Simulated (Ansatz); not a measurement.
Calculated with Ansatz (gas phase, PBE0-D4/def2-TZVP geometries, no zero-point term in ΔE). CCSD(T)/CBS adds triple-zeta CCSD(T) − MP2 to the extrapolated MP2 energy (def2 sets, frozen cores). def2 core potentials past Kr. For Te outer-core shells are correlated without core-valence functions, which leaves a few kJ/mol of doubt a bond. Each species was taken in one conformer, which may not be the lowest.

`O[Si](O)(O)[TeH]` + `C=C[Si](O)(O)S` → `O[Si](O)(S)[TeH]` + `C=C[Si](O)(O)O`  (redistribution)

```csv
species,CCSD(T)/CBS(def2) energy (Eh)
`O[Si](O)(O)[TeH]`,-784.92086
`C=C[Si](O)(O)S`,-917.04788
`O[Si](O)(S)[TeH]`,-1107.49704
`C=C[Si](O)(O)O`,-594.47286
```

Task: Work out ΔE.

Result: ΔE = (-1107.49704) + (-594.47286) − (-784.92086) − (-917.04788) = -0.00116 Eh = -0.7 kcal/mol.

Largest T1 diagnostic among the species: 0.012.
